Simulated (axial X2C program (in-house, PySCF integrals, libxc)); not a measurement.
Levels of AlBr⁻ by electron attachment to AlBr (EOM-EA-CCSD)

Computed with an axial X2C code built on PySCF integrals: two-component X2C with atomic mean-field Coulomb and Gaunt terms, Gaussian nuclei, basis Br dyall-acv3z, Al dyall-av3z with contracted cores.

R = 2.425 Å (1.045 times 2.321 Å, the PBE0 minimum at charge 0 for the lowest determinant).

Levels of AlBr⁻ obtained by attaching an electron to AlBr:

```tsv
Ω	binding energy (eV)	above lowest (cm⁻¹)	attached spinor	one-particle weight
1/2	0.230	0	81% Al pπ, 6% Br dπ	0.95
3/2	0.209	166	81% Al pπ, 6% Br dπ	0.95
1/2	-0.471	5651	75% Al pσ, 21% Al sσ	0.99
1/2	-0.706	7551	71% Al sσ, 17% Al pσ	0.99
1/2	-0.843	8653	97% Al pπ	0.99
3/2	-0.844	8662	96% Al pπ	0.98
1/2	-1.843	16719	54% Al pσ, 26% Al dσ, 10% Br sσ	0.96
```

**Question.** What is the splitting of the first π pair in the table, and is it regular or inverted?

**Answer.** E(3/2) − E(1/2) = 166 − 0 = 166 cm⁻¹ at EOM-EA-CCSD: regular, Ω = 1/2 lower. Splittings at this level can be off by ten to twenty per cent.

Negative binding energies belong to unbound states, resonances or levels that the basis set holds; within some tenths of an eV of zero the sign is not settled.

This point took 8.7 s on 1 thread of Arm Neoverse V2, with other jobs on the host.

Reference electrons by ω block (each with its −ω partner): 1/2: 17, 3/2: 6, 5/2: 1. 10 electrons of AlBr correlated (inner shells frozen), 92 natural virtual spinors (a truncated set); levels can be off by some tenths of an eV. Roots sought by Ω: (1/2: 5, 3/2: 4, 5/2: 2, 7/2: 1); rows need 60 % one-particle weight and stop where some Ω has no more roots. Missing are any skipped roots, higher Ω and states of a further excitation; these come out far too high here and may in truth be low or lowest. T1 of the reference 0.013 (Lee–Taylor). Number of frozen shells: Br 3 s, 2 p, 1 d; Al 2 s, 1 p.
